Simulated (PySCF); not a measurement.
HSSi, SMILES [SH+]=[Si] (connectivity only; charge and spin as stated), charge +1, multiplicity 1. Geometry optimised at PBE0-D3(BJ)/def2-TZVP. The isomer is the one that the SMILES or the coordinates give; other isomers of the formula were not compared.

TDA-PBE0/def2-TZVPD run with PySCF puts the lowest singlet excitations at 3.75, 4.02, 4.67, 5.42, 7.29, 7.36 eV and the lowest triplet (TDA) at 2.54 eV.

Problem. What are the lowest singlet roots from EOM-CCSD/aug-cc-pVDZ (PySCF)? (An estimate is asked for; the answer gives what the named calculation found.)

Solution. 3.94, 4.03, 4.74, 5.28, 7.52, 7.70 eV; triplets 2.74, 3.44, 3.79 eV. S1 differs by 0.19 eV (second minus first; roots are paired by order, and the bases may differ).
